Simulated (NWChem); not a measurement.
Molecule: SiHF, singlet; SMILES F[SiH]

Program: NWChem. Low-valent species are run as closed-shell singlets; no triplet was tried in these runs. Structure relaxed at the PBE0/def2-SVP level. Level: PBE0/def2-SVP with SMD (1 M gas to 1 M solution), gas-phase geometry. Reactions with the solvent are ignored.

For solvent water:

| Item | Value |
|---|---|
| cavity-dispersion-structure term (kcal/mol) | 1.4 |
| dipole in solution (D) | 1.25 |

Q: Estimate the same quantities for solvent n-hexane.

A: The cavity-dispersion-structure term (kcal/mol) is -0.6. The dipole in solution (D) is 1.12.
